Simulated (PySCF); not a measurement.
Molecule: `C=C[C@@]1(C)CC12CC2`, C$_{8}$H$_{12}$.

Cartesian coordinates in Å; atom numbers follow the order of the lines, from 1:
```xyz
20

C    -2.3280    1.4484   -0.3081
C    -1.0993    1.0762   -0.6281
C    -0.4523   -0.2007   -0.2677
C    -1.2584   -1.1783    0.5581
C     0.5216   -0.7818   -1.2945
C     1.0241   -0.1678   -0.0504
C     1.9588   -0.5192    1.0391
C     2.0450    0.8244    0.3470
H    -2.7186    2.4052   -0.6101
H    -2.9949    0.8246    0.2608
H    -0.4710    1.7455   -1.2034
H    -2.1517   -1.4909    0.0202
H    -1.5608   -0.7209    1.4987
H    -0.6607   -2.0587    0.7821
H     0.6564   -0.2515   -2.2268
H     0.5593   -1.8571   -1.3965
H     1.5844   -0.5456    2.0526
H     2.7339   -1.2469    0.8435
H     2.8792    1.0060   -0.3161
H     1.7280    1.6997    0.8965
```

Frames of a GFN2-xTB Langevin trajectory at 600 K; GIAO PBE0/pcSseg-1 shieldings in PySCF 2.14, gas phase, non-relativistic; equivalent atoms averaged within each frame.

Referencing at the same level of theory: TMS for $^{13}$C (σref 186.93) and $^{1}$H (σref 31.72). The references are static minima.

Problem. How do the shifts (ppm) fluctuate along the trajectory?

Solution. 
```csv
time (fs),C2,C1,C3,C6,C4,C5,C7,C8,H9,H10
optimised geometry,154.1,116.3,27.7,25.4,20.2,24.4,6.7,8.3,5.33,5.22
250,150.9,123.9,33.0,31.6,20.0,16.2,11.0,6.5,6.47,5.44
425,151.3,120.7,39.8,26.8,23.7,25.4,7.3,17.4,6.42,5.78
625,171.9,129.2,30.2,30.0,14.8,35.3,6.5,7.9,5.49,5.84
800,168.9,133.0,21.7,27.0,22.1,33.4,9.7,14.5,7.06,6.11
1000,170.1,134.2,34.7,23.8,23.4,28.7,18.5,4.0,5.98,7.07
mean of frames,162.6,128.2,31.9,27.8,20.8,27.8,10.6,10.1,6.29,6.05
standard deviation,10.6,5.8,6.7,3.0,3.7,7.6,4.8,5.7,0.59,0.62
```

5 frames give an uncertainty of the mean of about the standard deviation over 2.2 at best, since frames this close in time may not be independent; classical motion lacks zero-point vibration, and the reference would need the same averaging.
